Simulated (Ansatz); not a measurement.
H2FNSi, SMILES `N[Si]F` (lower singlet) (charge 0, multiplicity 1). This singlet lies 2.76 eV below the relaxed triplet at the level frozen-core CCSD(T)/cc-pVTZ // PBE0-D3(BJ)/def2-TZVP (Ansatz, a program for electronic structure).

These are BLYP/cc-pVTZ // PBE0-D3(BJ)/def2-TZVP run with Ansatz values and carry that method's errors.

Ansatz 0.2 input:
```yaml
crystal:
  periodic: [false, false, false]
  atoms:
    - { symbol: N, position_ang: [-0.591376, -0.074368, 0.003964] }
    - { symbol: Si, position_ang: [0.945655, -0.704082, 0.37618] }
    - { symbol: F, position_ang: [1.847332, 0.53602, -0.153395] }
    - { symbol: H, position_ang: [-0.761356, 0.825572, -0.422647] }
    - { symbol: H, position_ang: [-1.440256, -0.583144, 0.195899] }
basis:
  gaussian: { orbitals: cc-pVTZ }
hamiltonian:
  xc: blyp
```

Output:

```
Functional definition: BLYP
716 factors; their error is unknown
mean field evaluation 1: about -12108.5535 eV, gradient 8.3e1 eV
mean field evaluation 2: about -12053.3408 eV, gradient 1.5e2 eV
mean field evaluation 4: about -12119.4061 eV, gradient 2.3e1 eV
mean field evaluation 8: about -12120.2661 eV, gradient 2.1e-1 eV
mean field evaluation 16: about -12120.2314 eV, gradient 6.9e-5 eV
mean field -12120.23136493 eV, -445.4102872731 hartree, gradient 6.9e-5 eV, S^2 0.000000; 0 other end points of the search recorded, 0 dependent functions left out
reference -12120.23161577 eV, -445.4102964913 hartree; 16, 16 occupied and 106, 106 virtual orbitals, 716 factors
Total energy: -12120.23161577 eV, -445.4102964913 hartree
```
